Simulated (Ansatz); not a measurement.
ClH3SSeSi (`S[SiH](Cl)[SeH]`) at its PBE0-D4/def2-TZVP geometry, where that method's forces vanish. Total charge 0; spin multiplicity 1.

| atom | x (Å) | y (Å) | z (Å) |
| --- | --- | --- | --- |
| S1 | -1.751 | 0.657 | 0.015 |
| Si2 | 0.302 | 0.351 | -0.431 |
| Cl3 | 0.297 | -0.286 | -2.378 |
| Se4 | 1.310 | -1.092 | 0.991 |
| H5 | -1.513 | 0.870 | 1.322 |
| H6 | 1.120 | 1.581 | -0.358 |
| H7 | 0.235 | -2.082 | 0.838 |

Problem. For each bond, give half the difference of the two atoms' forces along it (eV/Å; positive pushes the atoms apart) under PBE-D4, r2SCAN-D4, B3LYP-D4, ωB97M-V in def2-TZVPP. (An estimate is asked.)

Solution. Ansatz gave: 
```tsv
bond	length (Å)	PBE-D4	r2SCAN-D4	B3LYP-D4	ωB97M-V
S1–Si2	2.123	0.13	0.05	0.14	0.04
S1–H5	1.345	0.25	0.00	-0.04	-0.09
Si2–Cl3	2.049	0.20	0.06	0.18	0.08
Si2–Se4	2.263	0.11	0.04	0.14	-0.04
Si2–H6	1.479	0.07	-0.04	-0.19	-0.19
Se4–H7	1.469	0.27	-0.01	0.04	-0.10
```

B3LYP here is the variant with VWN-RPA as its local correlation; programs differ in this.
